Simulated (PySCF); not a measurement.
# Dipole moment and polarisability of 9-fluorenone

Compound: 9-fluorenone, C13H8O.
Atom-mapped SMILES: `[O:1]=[C:2]1[c:3]2[cH:4][cH:5][cH:6][cH:7][c:8]2-[c:9]2[cH:10][cH:11][cH:12][cH:13][c:14]21` (hydrogens: H15 on C4; H16 on C5; H17 on C6; H18 on C7; H19 on C10; H20 on C11; H21 on C12; H22 on C13)

Geometry (PBE0-D3(BJ)/def2-SVP, Å), atoms numbered from 1 in this order:
```xyz
22
C13H8O angstrom
O     -0.286    3.235    1.597
C     -0.286    2.109    1.163
C     -1.473    1.259    0.833
C     -2.821    1.559    0.947
C     -3.749    0.584    0.568
C     -3.314   -0.654    0.090
C     -1.950   -0.953   -0.024
C     -1.028    0.015    0.353
C      0.451    0.012    0.353
C      1.370   -0.958   -0.023
C      2.735   -0.663    0.090
C      3.173    0.574    0.569
C      2.247    1.551    0.950
C      0.899    1.255    0.835
H     -3.134    2.536    1.325
H     -4.819    0.787    0.644
H     -4.053   -1.405   -0.202
H     -1.628   -1.927   -0.400
H      1.046   -1.930   -0.400
H      3.471   -1.415   -0.202
H      4.244    0.775    0.645
H      2.563    2.527    1.328
```

Level: CAM-B3LYP/def2-SVPD (PySCF), static field, nuclei fixed, core orbitals frozen in the response. The polarisability tensor in these axes (au):

```
x   220.99  -0.12   0.05
y    -0.12 152.19  29.34
z     0.05  29.34  87.79
```

Give the principal values, the mean and the anisotropy Δα = √{½[(α1 − α2)² + (α2 − α3)² + (α1 − α3)²]}.

Principal values 76.43, 163.55 and 220.99 au; mean 153.65 au = 22.77 Å³ = 25.33 × 10⁻⁴⁰ C²·m²/J; Δα = 126.07 au (82 % of the mean).

What is the dipole moment, and where does it point?

(0.00, -3.33, -1.29) D, 3.57 D in size, pointing from the negative to the positive side. Measured along this direction, the outermost atoms are O1 at the negative end and H19 and H18 at the positive end.

Directions of the eigenvectors, and the extent of the frame along each?

Largest value along (1.00, 0.00, 0.00), where the nuclei span 9.06 Å; middle along (0.00, 0.93, 0.36), 5.54 Å; least along (0.00, -0.36, 0.93), 0.01 Å. The response follows the extents in order.

In a dilute gas of rigid molecules at 298 K, how does the orientational term μ²/3kT compare with the electronic polarisability?

In Gaussian units μ²/3kT = 103.35 Å³ against 22.77 Å³, a ratio of 4.54; the Debye molar polarisation (4π/3)N_A(α + μ²/3kT) is 318.1 cm³/mol, leaving out the vibrational part.

Find the Langevin capture rate constant for H3+ (3.023 u) meeting this molecule (180.058 u), k = 2.342 × 10⁻⁹ cm³/s × √(α in Å³ / reduced mass in u).

The reduced mass is 2.97 u, so k = 6.48 × 10⁻⁹ cm³/s. The formula leaves out the permanent dipole, which adds to the capture rate.

Refractivity n − 1 of an ideal gas of it at 273.15 K and 1 atm, from the electronic α?

N = p/kT = 2.6868 × 10¹⁹ cm⁻³, so n − 1 = 2π × N × 22.77 × 10⁻²⁴ cm³ = 3844 × 10⁻⁶ at long wavelengths.

Rayleigh depolarisation ratio (linearly polarised light, static tensor)?

ρ = 3Δα²/(45ᾱ² + 4Δα²) = 47679.8/(1062417 + 63573.1) = 0.0423.

Geometry: PBE0-D3(BJ)/def2-SVP; no solvent, vibrations or thermal averaging.
